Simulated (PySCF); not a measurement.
Compound: C4H12O2P2.
Atom-mapped SMILES: `[CH3:1][PH:2][CH2:3][P@:4]([CH3:5])(=[O:6])[CH2:7][OH:8]` (hydrogens: H9, H10, H11 on C1; H12 on P2; H13, H14 on C3; H15, H16, H17 on C5; H18, H19 on C7; H20 on O8)

Cartesian coordinates in Å at the PBE0-D3(BJ)/def2-SVP level; atoms count from 1:
```xyz
20
C4H12O2P2 angstrom
C      2.8342   -0.4119    0.5903
P      1.9577   -0.4230   -1.0343
C      0.6027    0.8150   -0.6616
P     -0.7296    0.0304    0.2921
C     -1.8940    1.3372    0.7521
O     -0.2572   -0.7971    1.4642
C     -1.6410   -1.1008   -0.8314
O     -2.3980   -1.9365   -0.0087
H      3.1525    0.5936    0.9037
H      2.1289   -0.8180    1.3312
H      3.7142   -1.0692    0.5350
H      2.7926    0.4990   -1.7395
H      0.9810    1.6777   -0.0875
H      0.1868    1.1948   -1.6102
H     -2.7948    0.8449    1.1469
H     -1.4482    1.9527    1.5464
H     -2.1657    1.9693   -0.1057
H     -0.8944   -1.6434   -1.4467
H     -2.3085   -0.5521   -1.5160
H     -1.8240   -2.1412    0.7503
```

Linear response at CAM-B3LYP/def2-SVPD (PySCF, frozen core in the response, non-relativistic).

Static isotropic polarisability: 105.36 au (15.61 Å³), principal values 97.7, 98.6, 119.8 au.

Task: What is the polarisability at 1064 nm and at the sodium D line?

Result: 106.25 au at 1064 nm (+0.8 %), 108.34 au at 589.3 nm (+2.8 %). The rise at 589.3 nm is 3.36 times that at 1064 nm; a pure ω² law gives 3.26. The lowest singlet lies at 195 nm, shorter than both wavelengths.

Task: What is the isotropic C6 coefficient between two such molecules, C6 = (3/π)∫α(iω)² dω?

Result: 4509 au (Eh·bohr⁶) by a ten-point quadrature over imaginary frequencies, which is 2690 eV·Å⁶ or 260 J·nm⁶/mol.

Task: Which effective excitation energy ω̄ makes London's formula C6 = (3/4)α²ω̄ exact here?

Result: ω̄ = 4·C6/(3α²) = 0.542 Eh = 14.7 eV. A one-pole form α(ω) = α/(1 − ω²/ω̄²) fitted to the 1064 nm value gives 12.8 eV. London's choice of the ionisation energy (9.12 eV, ΔSCF at the same level) gives C6 = 2790 au, 38 % too low.

Task: What molar refraction at the D line follows from R = (4π/3)·N_A·α′, with α′ the polarisability volume?

Result: α′ = 16.05 Å³ gives R = 40.50 cm³/mol, for isolated, non-vibrating species.

Task: How many electrons N does the Slater–Kirkwood formula C6 = (3/4)·√N·α^(3/2) need to give this C6?

Result: N = (4·C6/3)²/α³ = 30.9; the species has 82 electrons in all.

Task: What three-body coefficient follows from the one-pole estimate C9 = (3/4)·α·C6?

Result: 356000 au. This is an estimate from the two numbers above, not a computed integral.

Task: How anisotropic is the static polarisability, by Δα² = ½[(α1 − α2)² + (α2 − α3)² + (α3 − α1)²]?

Result: Δα = 21.6 au, or 0.21 of the isotropic value.

One conformer stands for the species.
